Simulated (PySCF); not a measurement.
Species: C4H7FO3.
Numbering: `[F:1][C@H:2]1[CH2:3][O:4][CH2:5][O:6][CH2:7][O:8]1`

Cartesian coordinates in Å at the GFN2-xTB level; atoms count from 1:
```
atom  x, y, z in Å
F1     2.5504    0.6422    0.2327
C2     1.2592    0.3906   -0.1237
C3     1.0333   -1.1290   -0.1851
O4    -0.2081   -1.4394   -0.7742
C5    -1.3149   -0.8226   -0.1869
O6    -1.4114    0.5431   -0.5072
C7    -0.7809    1.4281    0.3777
O8     0.4445    0.9606    0.8562
H9     1.0929    0.8556   -1.1090
H10    1.7962   -1.5977   -0.8080
H11    1.0925   -1.5200    0.8410
H12   -1.3121   -0.9614    0.9078
H13   -2.1873   -1.3026   -0.6370
H14   -0.6726    2.3656   -0.1869
H15   -1.3862    1.5949    1.2806
```

NICS = −σ at a ghost point: NICS(0) at the centroid of the ring atoms, NICS(1) 1 Å to either side along the normal of their mean plane, zz for the tensor component along that normal. Level: GIAO PBE0/pcSseg-1 (PySCF, non-relativistic, gas phase) on the GFN2-xTB geometry, one conformer.

Ring bond lengths (Å), with Mayer bond orders in brackets: C2–C3 1.538 (1.00), C3–O4 1.409 (0.93), O4–C5 1.397 (0.98), C5–O6 1.406 (0.94), O6–C7 1.401 (0.94), C7–O8 1.396 (0.94), O8–C2 1.396 (0.92).

Question: What do the NICS probes read (ppm)?

Answer: 
```csv
ring,type,NICS(0),"NICS(1), two faces","NICS(1)zz, two faces",rms pucker (Å),"centre to ring atoms, mean (Å)"
C2–C3–O4–C5–O6–C7–O8,7-membered ring with 3 O; formal bonds all single,-4.4,-2.2 / -3.2,0.7 / 0.2,0.31,1.52
```

Question: What can be read from them?

Answer: 
- C2–C3–O4–C5–O6–C7–O8: mean NICS(1)zz 0.4 ppm, near zero. C2, C3, C5, C7 have four or more neighbours, so the value isn't read as a sign of a π ring current.

Question: List the ring angles and the Hirshfeld charges of the ring atoms.

Answer: 
- C2–C3–O4–C5–O6–C7–O8: C2 110.2° (+0.118 e), C3 111.3° (-0.016 e), O4 115.2° (-0.147 e), C5 112.8° (+0.065 e), O6 116.0° (-0.154 e), C7 113.6° (+0.072 e), O8 114.1° (-0.147 e); sum 793.2° against 900° for a flat convex ring.

Question: How shielded are the nuclei of the rings and their hydrogens (means over atoms taken as equivalent)?

Answer: 
```csv
atoms,environment,σ isotropic (ppm),"principal values of the symmetric part, first atom (ppm)"
C2,sp3 C–F carbon,73.0,"48.3, 70.0, 100.5"
C3,sp3 carbon bound to oxygen,110.7,"89.6, 98.6, 143.8"
O4,cyclic ether oxygen,259.7,"177.0, 286.9, 315.2"
C5,sp3 carbon bearing two oxygens,91.5,"54.6, 100.7, 119.3"
O6,cyclic ether oxygen,210.1,"154.9, 182.9, 292.4"
C7,sp3 carbon bearing two oxygens,93.3,"77.0, 91.6, 111.4"
O8,cyclic ether oxygen,211.4,"119.6, 221.4, 293.2"
H9,methine hydrogen,25.92,"22.3, 26.3, 29.1"
H10,methylene hydrogen,27.51,"23.2, 27.4, 31.9"
H11,methylene hydrogen,28.09,"24.2, 27.6, 32.4"
H12,methylene hydrogen,26.87,"22.9, 26.2, 31.6"
H13,methylene hydrogen,26.34,"20.8, 26.3, 31.9"
H14,methylene hydrogen,26.47,"21.7, 26.0, 31.6"
H15,methylene hydrogen,26.61,"22.0, 25.8, 32.0"
```

The list is cut; further classes of hydrogen are left out.
